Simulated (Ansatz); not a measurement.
Reaction (formal exchange of groups at the Se–Al bond): `[AlH2][Se][SiH3]` + CH₃NH₂ → `NC[Se][SiH3]` + `[AlH3]`

Computed with Ansatz on PBE0-D4/def2-TZVP structures; ΔE is electronic, products minus reactants. CCSD(T)/CBS adds triple-zeta CCSD(T) − MP2 to the extrapolated MP2 energy (def2 sets, frozen cores). This one scheme is used for every species. Functionals use def2-TZVPP. B3LYP here is the variant with VWN-RPA as its local correlation; programs differ in this. HSE06 is defined as in plane-wave codes. For Se outer-core shells are correlated without core-valence functions, which leaves a few kJ/mol of doubt a bond. Scalar relativity is left out up to krypton. One conformer a species, not always the lowest.

`[AlH2][Se][SiH3]`:

Cartesian coordinates in Å:
```
Al 0.062 -1.909 -0.073
Se 0.926 -0.261 1.299
Si 0.002 1.468 0.127
H -0.828 -1.468 -1.305
H 0.402 -3.408 0.286
H 0.415 2.714 0.820
H -1.479 1.374 0.117
H 0.499 1.490 -1.271
```

CH₃NH₂:

Z-matrix (Å, degrees):
```
C
N 1 1.453
H 1 1.092 2 109.4
H 1 1.100 2 115.4 3 -121.6
H 1 1.092 2 109.4 3 116.8
H 2 1.012 1 110.6 3 62.6
H 2 1.012 1 110.6 3 -179.3
```

`NC[Se][SiH3]`:

Z-matrix (Å, degrees):
```
C
Se 1 1.970
N 1 1.439 2 110.0
H 1 1.090 2 107.5 3 118.8
H 1 1.096 2 104.9 3 -125.6
Si 2 2.278 1 93.6 3 -41.3
H 3 1.012 1 111.5 2 -69.3
H 3 1.013 1 111.6 2 168.7
H 6 1.482 2 114.0 1 77.8
H 6 1.484 2 110.3 1 -47.0
H 6 1.488 2 104.2 1 -164.5
```

`[AlH3]`:

Cartesian coordinates in Å:
```
Al 0.000 0.000 0.000
H 1.340 -0.644 0.551
H -1.280 -0.908 -0.227
H -0.060 1.551 -0.325
```

| level | ΔE (kJ/mol) | difference from CCSD(T)/CBS |
| --- | --- | --- |
| LDA (SPW92) | 162.1 | -11.1 |
| revPBE-D4 | 158.4 | -14.8 |
| BHLYP-D4 | 174.2 | 1.0 |
| ωB97X-V | 166.6 | -6.6 |
| PBE-QIDH | 175.9 | 2.7 |
| PBE | 169.9 | -3.3 |
| PBE0 | 175.6 | 2.4 |
| B3LYP | 172.4 | -0.8 |
| r2SCANh | 177.3 | 4.1 |
| HSE06 | 175.8 | 2.6 |
| MP2/def2-SVP | 168.4 | -4.8 |
| CCSD/def2-SVP | 168.5 | -4.7 |
| CCSD(T)/def2-SVP | 165.9 | -7.3 |
| MP2/def2-TZVPP | 169.9 | -3.3 |
| SCS-MP2/def2-TZVPP | 167.7 | -5.5 |
| HF/CBS(def2) | 182.9 | 9.7 |
| CCSD(T)/CBS | 173.2 | 0 |

Largest T1 diagnostic among the species: 0.010.

Leaving LDA and LC-ωPBE aside and taking each functional with its dispersion term where it has one, the values, not all of them listed here, spread over 19.7 kJ/mol, from BLYP-D4 to r2SCAN0-D4. LDA lies −7.9 kJ/mol from PBE without D4. From BLYP to BHLYP (50 % exact exchange), in def2-TZVPP and without D4, ΔE moves by +9.0 kJ/mol.
